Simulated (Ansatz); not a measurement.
Start from `COC#CO[SiH3]` and change one atom or group to get `CC#COC`.

Ansatz, PBE0-D4/def2-TZVP geometries, multiplicity 1. 

| property | `COC#CO[SiH3]` |
| --- | --- |
| LUMO energy (PBE0/def2-TZVPP) / eV | -0.14 |
| size of the dipole moment (PBE/def2-TZVPP) / D | 0.49 |
| HOMO energy (ωB97M-V/def2-TZVPP) / eV | -8.53 |
| HOMO–LUMO gap (PBE0/def2-TZVPP) / eV | 6.13 |
| HOMO–LUMO gap (B3LYP/def2-TZVPP) / eV | 5.69 |
| size of the dipole moment (ωB97M-V/def2-TZVPP) / D | 0.52 |

(1) What does the change do to each property? (Best estimate.)

Results:

(1) The calculation gave: 
| property | `CC#COC` | shift |
| --- | --- | --- |
| LUMO energy (PBE0/def2-TZVPP) / eV | 1.28 | 1.42 |
| size of the dipole moment (PBE/def2-TZVPP) / D | 1.48 | 0.99 |
| HOMO energy (ωB97M-V/def2-TZVPP) / eV | -8.76 | -0.23 |
| HOMO–LUMO gap (PBE0/def2-TZVPP) / eV | 7.80 | 1.67 |
| HOMO–LUMO gap (B3LYP/def2-TZVPP) / eV | 7.22 | 1.53 |
| size of the dipole moment (ωB97M-V/def2-TZVPP) / D | 1.56 | 1.04 |

With PBE0 the HOMO falls by 0.24 eV and the LUMO rises by 1.42 eV, so the gap widens by about 1.66 eV. PBE moves the HOMO by -0.26 eV and ωB97M-V by -0.23 eV. Dipoles are sizes alone; their direction can turn.

B3LYP here is the variant with VWN-RPA as its local correlation; programs differ in this.
